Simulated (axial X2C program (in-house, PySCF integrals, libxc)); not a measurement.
## Density and ELF of BrF

All values were computed with an in-house all-electron X2C program for linear molecules (integrals from PySCF). Spin-free means the one-electron spin-free X2C Hamiltonian. Basis: Br dyall-v3z [8s9p6d1f], F dyall-v3z [6s5p2d1f] (cores contracted in-house); Gaussian nuclei, density fitting, unrestricted open shells. Masses: Br 78.918 u, F 18.998 u.

PBE0, spin-free, state M_S = 0, Λ = 0 (closed shell); Br at z = 0, F at z = 1.762 Å.

The maps cover the half plane through the axis: z from -2.4 to 3.9 Å along the bond, ρ from 0.15 to 2.25 Å away from it (steps of 0.3 Å, the bottom row nearest the axis).

log10 of the density in e/bohr³:

digits 0 to 9 span -6.33 to 1.44 evenly
```
1223334444333322221100
2233444444443333322210
2234445555544444433221
2334555666555555443321
2344556666655665544322
2345566777666666654432
2345567787767777655432
2345667999777888765432
```

Electron localisation function (collinear form, no current term, damped to 0 at low density):

digits 0 to 9 span 0.00 to 1.00 evenly
```
0000001221000000000000
0000134554200000000000
0000257776300000000000
0001468888510012100000
0001478998610355310000
0001478766523787620000
0001354131246888731000
0000241727157417741000
```

Occupations by symmetry block were frozen at the best pattern of an incomplete PBE0 search.
